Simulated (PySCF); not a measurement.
# Se²⁺: excitation energy

Se²⁺ [Ar] 3d10 4s2 4p2 (3P) → Se²⁺ [Ar] 3d10 4s1 4p2 4d1 (high-spin determinant), as a difference of total energies. Calculation: PySCF 2.14, in dyall-av3z (24s17p11d2f, 144 functions); the non-relativistic Hamiltonian (point nucleus). Correlated levels: valence: [Ar] 3d10 frozen; virtual orbitals above 40 to 60 times the deepest correlated orbital energy dropped. The calculations carry no spin-orbit coupling.

```tsv
method	excitation energy (eV)
UHF	22.273
MP2 (valence)	23.276
SCS-MP2 (valence)	23.768
CCSD (valence)	22.982
CCSD(T) (valence)	22.880
```

How much does correlation contribute at CCSD(T) (valence)?

22.880 − (22.273) = 0.607 eV, measured against UHF.

The promoted electron is Rydberg-like, and one or two diffuse shells describe it only roughly, which tends to raise the upper state.

The coupled-cluster amplitudes are large for the upper state (T1 above 0.03 or a double amplitude above 0.15), so a single reference is strained.

The determinant of the upper state mixes LS terms, which raises its energy above the lowest term, most at the Hartree-Fock and MP2 levels.
